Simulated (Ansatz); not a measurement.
Sn13OH18, 32 atoms. Hardware: 2 threads of AMD EPYC 7R13 on a shared host and a share (18 GiB) of an NVIDIA H100 80GB HBM3.

In the def2 sets Sn takes a core potential; there is no spin–orbit coupling. Correlated methods freeze 53 core orbitals; core or outer-core shells of Sn are correlated, in sets that lack core-valence functions. Single mean-field runs in def2-SVP, def2-TZVP are fitted with def2-universal-jkfit.

(1) How many basis functions does each of these Ansatz runs have, and roughly what does it cost? PBE0-D4/def2-SVP, charge 0 singlet, energy, from earlier orbitals; LDA (SPW92)/def2-TZVP, charge 0 singlet, energy, from earlier orbitals; PBE0-D4/def2-TZVP, charge 0 triplet at the geometry of the charge 0 singlet, energy; BLYP-D4/def2-TZVP, charge 0 singlet, energy, from earlier orbitals; PBE-D4/def2-TZVP, charge 1 doublet at the geometry of the charge 0 singlet, energy, from earlier orbitals; MP2/def2-SVP, charge 0 singlet, energy, from earlier orbitals; LDA (SPW92)/def2-TZVP, charge -1 doublet at the geometry of the charge 0 singlet, energy, from earlier orbitals; PBE0-D4/def2-TZVP, charge 1 doublet, energy, from earlier orbitals; RPA@PBE/def2-SVP, charge 0 singlet, energy, from earlier orbitals; B97M-V/def2-TZVP, charge 0 singlet, energy, from earlier orbitals; r2SCAN-D4/def2-TZVP, charge 0 singlet, energy and forces, from earlier orbitals; r2SCAN-D4/def2-SVP, charge 0 singlet, relaxation, 29 steps.

Results:

(1) Other jobs shared the machine, so times can vary by a factor of up to 3.

| run | functions | fitting or Cholesky vectors | wall time | peak host memory (GiB) |
| --- | --- | --- | --- | --- |
| PBE0-D4/def2-SVP, charge 0 singlet, energy, from earlier orbitals | 442 | 3235 | 7.5 s | 0.94 |
| LDA (SPW92)/def2-TZVP, charge 0 singlet, energy, from earlier orbitals | 789 | 3235 | 8.5 s | 1.1 |
| BLYP-D4/def2-TZVP, charge 0 singlet, energy, from earlier orbitals | 789 | 3235 | 10 s | 1.1 |
| MP2/def2-SVP, charge 0 singlet, energy, from earlier orbitals | 442 | 5490 | 13 s | 1.2 |
| PBE-D4/def2-TZVP, charge 1 doublet at the geometry of the charge 0 singlet, energy, from earlier orbitals | 789 | 3235 | 13 s | 1.3 |
| r2SCAN-D4/def2-TZVP, charge 0 singlet, energy and forces, from earlier orbitals | 789 | 3235 | 13 s | 1.2 |
| PBE0-D4/def2-TZVP, charge 1 doublet, energy, from earlier orbitals | 789 | 3235 | 13 s | 1.3 |
| B97M-V/def2-TZVP, charge 0 singlet, energy, from earlier orbitals | 789 | 3235 | 15 s | 1.5 |
| RPA@PBE/def2-SVP, charge 0 singlet, energy, from earlier orbitals | 442 | 5490 | 17 s | 2.9 |
| PBE0-D4/def2-TZVP, charge 0 triplet at the geometry of the charge 0 singlet, energy | 789 | 3235 | 20 s | 1.5 |
| LDA (SPW92)/def2-TZVP, charge -1 doublet at the geometry of the charge 0 singlet, energy, from earlier orbitals | 789 | 3235 | 22 s | 1.4 |
| r2SCAN-D4/def2-SVP, charge 0 singlet, relaxation, 29 steps | 442 | 3235 | 3 min | 1 |
